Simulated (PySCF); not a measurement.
Molecule: SMILES C[Si](C)(Cl)[Si](Cl)(Cl)Cl, C2H6Cl4Si2.

Numbering as in the mapped SMILES `[CH3:1][Si:2]([CH3:3])([Cl:4])[Si:5]([Cl:6])([Cl:7])[Cl:8]`. Hydrogens are named by the atom that carries them.

Geometry PBE0-D3(BJ)/def2-SVP throughout; GIAO in PySCF 2.14.0 with density-fitted response routines, gas phase, one conformer, non-relativistic; equivalent atoms averaged; basis pcSseg-1.

Task: How do the shifts δ (against TMS, HCl at the same level) depend on the functional? (ppm; last column core-seconds on shared hosts with different chips, so compare them loosely; the GGAs took longer than the global hybrids here, which isn't the general rule, and the cause wasn't traced)

Result: 
| functional | kind | C1/C3 | Si5 | Si2 | Cl6/Cl7/Cl8 | Cl4 | H(C1)/H(C3) | core-s |
| --- | --- | --- | --- | --- | --- | --- | --- | --- |
| LDA | LDA | 2.1 | 47.4 | 33.5 | 206.6 | 36.3 | 0.59 | 54 |
| BLYP | GGA | 1.8 | 42.8 | 29.0 | 159.8 | -0.6 | 0.55 | 64 |
| BP86 | GGA | 2.0 | 41.7 | 28.8 | 166.8 | 5.6 | 0.58 | 72 |
| OPBE | GGA | 1.3 | 34.3 | 23.0 | 140.7 | -8.2 | 0.59 | 81 |
| KT2 | GGA | 2.2 | 38.0 | 27.1 | 169.6 | 10.9 | 0.58 | 67 |
| B97-D | GGA | 1.6 | 38.4 | 27.1 | 142.7 | -10.6 | 0.57 | 64 |
| PBE0 | global hybrid | 1.0 | 40.4 | 26.4 | 138.2 | -11.1 | 0.57 | 57 |
| B97-2 | global hybrid | 1.1 | 38.3 | 25.6 | 127.2 | -19.0 | 0.57 | 51 |
| BHandHLYP | global hybrid | 0.4 | 39.6 | 25.6 | 109.5 | -29.9 | 0.54 | 53 |
| LC-wPBE | range-separated hybrid | 0.2 | 43.0 | 25.7 | 110.4 | -29.3 | 0.53 | 79 |

Task: Which nucleus moves most, in ppm?

Result: Cl6/Cl7/Cl8 (chlorine bonded to Si): from 109.5 ppm with BHandHLYP to 206.6 ppm with LDA. The smallest spread is 0.06 ppm, at H(C1)/H(C3). Proton shifts span only some 12 ppm, so a few tenths of a ppm matter as much there as several ppm in carbon.
